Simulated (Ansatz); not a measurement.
Diatomic SnP, multiplicity 4 (an upper state: multiplicity 2 came lower at CCSD(T)/def2-TZVPP on PBE0 minima). No spin–orbit coupling.

Constants: fifth-degree fit in 1/R to seven points, most abundant isotopes. In def2 and cc sets the state is the lowest found near the PBE0 minimum, followed along R.

Correlated levels freeze the inner cores; with def2 sets outer-core shells near the valence are correlated too.

Programs: Ansatz (Gaussian orbitals). Each number belongs to the level named beside it. In def2 rows elements past Kr take small-core potentials, without spin–orbit coupling.

| level | r_e (Å) | ω_e (cm⁻¹) | ω_e x_e (cm⁻¹) | dipole (D) |
|---|---|---|---|---|
| PBE/def2-TZVPP | 2.653 | ? | 0.87 | 1.10 |
| PBE0/def2-TZVPP | 2.621 | 284 | 0.88 | 1.20 |
| wB97X-V/def2-TZVPP | 2.604 | 294 | 0.84 | 1.35 |
| CCSD/def2-TZVPP | 2.621 | 282 | 1.0 | - |
| CCSD(T)/def2-TZVPP | ? | ? | 1.0 | - |

**Question.** Some entries are withheld; supply them.

**Answer.** 
- CCSD(T)/def2-TZVPP, r_e (Å): 2.630
- CCSD(T)/def2-TZVPP, ω_e (cm⁻¹): 276
- PBE/def2-TZVPP, ω_e (cm⁻¹): 270

Ansatz is an electronic-structure program.
